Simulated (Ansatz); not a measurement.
`N#[C][Ge]([F])([F])[C]#N` + trichlorosilane → `N#[C][GeH]([F])[F]` + `N#C[Si](Cl)(Cl)Cl`  (redistribution)

Program: Ansatz. Geometries: PBE0-D4/def2-TZVP. ΔE: electronic, gas phase. CCSD(T)/CBS is the MP2 limit (def2-TZVPP, def2-QZVPP) plus CCSD(T) − MP2 in def2-TZVPP, frozen cores. This one scheme is used for every species. DFT in def2-TZVPP. For Ge outer-core shells are correlated without core-valence functions, which leaves a few kJ/mol of doubt a bond. Scalar relativity is left out up to krypton.

| level | ΔE (kJ/mol) |
| --- | --- |
| r2SCAN0 | -34.5 |
| CCSD/CBS(def2) | -32.5 |

Problem. What does CCSD(T)/CBS give? (Estimate.)

Solution. Computed: -33.2 kJ/mol. The listed levels differ from it by -1.3, 0.7 kJ/mol.

Largest T1 diagnostic among the species: 0.014.

The D4 term adds −3.8 kJ/mol with B3LYP and −2.1 kJ/mol with PBE0; it sums over pairs of atoms, weighted by their polarisabilities, and B3LYP, whose exchange is more repulsive, gets the larger term. At CCSD(T), def2-SVP lies +3.2 kJ/mol from the extrapolated value and def2-TZVPP +5.3 kJ/mol.

B3LYP here is the variant with VWN-RPA as its local correlation; programs differ in this.
